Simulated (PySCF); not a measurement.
Parent: `[CH3:1][PH:2][C:3]([CH3:4])=[O:5]` with C1–P2–C3–C4 48°, C3H7OP.

Method used: PBE0-D3(BJ)/def2-SVP geometry optimisation, gas phase in PySCF 2.14.0. One conformer each, not checked by frequencies here.

```
coordinate of the parent    value
                   C1–P2  1.856 Å
                   P2–C3  1.879 Å
                   C3–C4  1.508 Å
                   C3=O5  1.205 Å
                C1–P2–C3   102.0°
                P2–C3–C4   116.7°
                P2–C3–O5   120.4°
                C4–C3–O5   122.7°
```

Q: How does the shared frame change in `[CH3:1][PH:2][CH2:3][C:4]([CH3:5])([CH3:6])[CH3:7]` with C1–P2–C3–C4 -177°, C6H15P? Atoms pair as C1 = C1, P2 = P2, C3 = C3, C4 = C4 (parent first).

A: 
```csv
parent,relative,value in the relative,change
C1–P2,C1–P2,1.854 Å,-0.002
P2–C3,P2–C3,1.868 Å,-0.011
C3–C4,C3–C4,1.539 Å,+0.031
C1–P2–C3,C1–P2–C3,98.7°,-3.3
P2–C3–C4,P2–C3–C4,115.8°,-0.9
```

Of the parent's bonds, C3–C4 changes most (+0.031 Å). Bonds of the relative outside the shared frame: C4–C5 1.530, C4–C6 1.531, C4–C7 1.531 Å.

Q: How does the shared frame change in `[CH3:1][C:2](=[O:3])[P:4]([CH3:5])[CH2:6][OH:7]` with C1–C2–P4–C5 -76°, C2–P4–C6–O7 51°, P4–C6–O7–H -65°, C4H9O2P? Atoms pair as C1 = C5, P2 = P4, C3 = C2, C4 = C1, O5 = O3 (parent first).

A: 
| parent | relative | value in the relative | change |
| --- | --- | --- | --- |
| C1–P2 | C5–P4 | 1.854 Å | -0.002 |
| P2–C3 | P4–C2 | 1.879 Å | 0.000 |
| C3–C4 | C2–C1 | 1.504 Å | -0.004 |
| C3=O5 | C2=O3 | 1.214 Å | +0.009 |
| C1–P2–C3 | C5–P4–C2 | 98.2° | -3.8 |
| P2–C3–C4 | P4–C2–C1 | 116.6° | -0.1 |
| P2–C3–O5 | P4–C2–O3 | 121.6° | +1.2 |
| C4–C3–O5 | C1–C2–O3 | 121.6° | -1.1 |

Of the parent's bonds, C3–O5 changes most (+0.009 Å). Bonds of the relative outside the shared frame: P4–C6 1.873, C6–O7 1.390 Å. Point group C1 → C1.
